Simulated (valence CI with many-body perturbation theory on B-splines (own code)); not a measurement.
# Questions on Re⁶⁹⁺

Method: configuration interaction combined with many-body perturbation theory (CI+MBPT): four valence electrons over a frozen Dirac-Fock core [He], radial functions for each j: 11 s, 11 p, 10 d, 8 f, 5 g, 2 h, with the one-electron correlation potential Σ1 (screened to all orders), the two-electron term Σ2, the three-electron term Σ3, Breit, model QED; selected single and double excitations, second order for the rest, scaled by the run's own slope (own B-spline code, finite nucleus).

The last digits are not significant, and no measured levels were compared; by estimate large intervals hold to a few tenths of a per cent, small ones and those within an open d or f shell to about a per cent. Among the levels kept, up to 1300 cm⁻¹ of a level comes from second order outside the variational space, and about a tenth of that is noise between levels of different J, which matters for small intervals.

Levels are named by their leading jj configuration (3d3/2^4 stands for four electrons in 3d with j = 3/2), which in mixed levels can hold well under half, so a name can repeat and another be missing.

Rates and lifetimes use the calculated energies. Strong lines usually hold to 10 to 20 %, long lifetimes can be off by a factor of two.

**Question.** What is the ground level?

**Answer.** (2s^2 2p1/2^2) J=0, composition 68 % 2s2 2p2 3P + 32 % 2s2 2p2 1S.

**Question.** Among levels below 15026 eV, which E1 lines absorb most strongly from the ground level?

**Answer.** to (2s^2 2p1/2 3d3/2) J=1 at 0.1088 nm, f = 1.08; to (2s 2p1/2^2 3p1/2) J=1 at 0.1114 nm, f = 0.320; to (2s 2p1/2^2 3p3/2) J=1 at 0.1070 nm, f = 0.287.

**Question.** Name the longest-lived excited levels whose lifetime is computed, and their main decay.

**Answer.** (2s^2 2p1/2 2p3/2) J=2 at 1521 eV lives 8.63 ns, mostly by E2 to (2s^2 2p1/2^2) J=0; (2s^2 2p1/2 2p3/2) J=1 at 1502 eV lives 48.2 ps, mostly by M1 to (2s^2 2p1/2^2) J=0; (2s 2p1/2^2 2p3/2) J=2 at 1811 eV lives 29.0 ps, mostly by E1 to (2s^2 2p1/2 2p3/2) J=1.

**Question.** Where does the other parity begin?

**Answer.** At (2s 2p1/2^2 2p3/2) J=2, 1811 eV.

**Question.** How well does LS coupling describe the low levels?

**Answer.** Among the lowest 20 levels the leading LS term, summed over configurations, holds 67 % on average. For single configurations the figures are 67 % in LS and 100 % in jj coupling. Terms mix most in the J = 1 level at 1901 eV, where the leading one holds 31 %.
